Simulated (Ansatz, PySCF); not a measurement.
Input for PySCF:
```python
from pyscf import gto, scf, dft

mol = gto.Mole()
mol.atom = '''
    Sn    0.01076359   -0.01024665    0.63912643
    Cl    1.23230621    1.55893049   -0.93616015
    Cl   -1.26396382   -1.52879329   -0.94362347
'''
mol.basis = 'def2-svp'
mol.ecp = {'Sn': 'def2-svp'}
mol.charge = -1
mol.spin = 1
mol.verbose = 4
mol.build()

mf = dft.UKS(mol)
mf.xc = 'wb97x_v'
mf.grids.atom_grid = (99, 590)
mf.grids.prune = None
mf.kernel()
```

Write the same job for Ansatz (a quantum-chemistry and plane-wave program).

Several could match; the one computed here: 
Ansatz 0.2 input:
```yaml
crystal:
  periodic: [false, false, false]
  atoms:
    - {symbol: Sn, position_ang: [0.01076359, -0.01024665, 0.63912643]}
    - {symbol: Cl, position_ang: [1.23230621, 1.55893049, -0.93616015]}
    - {symbol: Cl, position_ang: [-1.26396382, -1.52879329, -0.94362347]}
basis:
  gaussian:
    orbitals: def2-SVP
hamiltonian:
  xc: {name: wB97X-V}
total_charge: -1
magnetization: {spin_polarized: true, initial_magnetization: 1}
accuracy: high
```

Both were run: PySCF gave -1134.400745 Eh and Ansatz -1134.400747 Eh, 0.002 mEh apart.
